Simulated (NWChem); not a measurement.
Species: C2H4BFO2; SMILES CB(F)C(=O)O

```xyz
10

C     -1.2043    -1.6510     0.2020
B      0.0615    -0.7572     0.0876
F      1.2787    -1.2708    -0.0018
C     -0.0617     0.8415    -0.0129
O     -0.7013     1.3793    -0.8847
O      0.5986     1.5270     0.9281
H     -1.7177    -1.4516     1.1589
H     -0.9889    -2.7260     0.1321
H     -1.9212    -1.3605    -0.5839
H      0.4414     2.4720     0.7570
```
Atoms are numbered in this order, from 1.

Level: PBE0/def2-SVP (NWChem), optimised geometry, unscaled harmonic frequencies. 

| frequency (cm⁻¹) | IR intensity (km/mol) |
|---|---|
| 22 | 2.3 |
| 69 | 1.0 |
| 163 | 4.8 |
| 210 | 0.1 |
| 309 | 0.6 |
| 483 | 3.5 |
| 522 | 44.9 |
| 598 | 51.6 |
| 722 | 28.6 |
| 752 | 98.3 |
| 839 | 4.9 |
| 878 | 35.7 |
| 1105 | 198.9 |
| 1208 | 107.1 |
| 1287 | 57.7 |
| 1366 | 222.2 |
| 1415 | 30.3 |
| 1421 | 12.0 |
| 1453 | 114.0 |
| 1860 | 219.4 |
| 3054 | 1.9 |
| 3137 | 0.3 |
| 3185 | 4.2 |
| 3749 | 62.1 |

```yaml
zero_point_energy: 42.6 kcal/mol
thermal correction to the enthalpy at 298.15 K (with zero-point energy): 47.6 kcal/mol
heat capacity Cv: 22.5 cal/(mol K)
entropy at 298.15 K and 1 atm (symmetry number 1): 85.5 cal/(mol K)
dipole_moment: 1.36 D
```

Rigid rotor and harmonic oscillator; modes under 100 cm⁻¹ make the entropy uncertain.
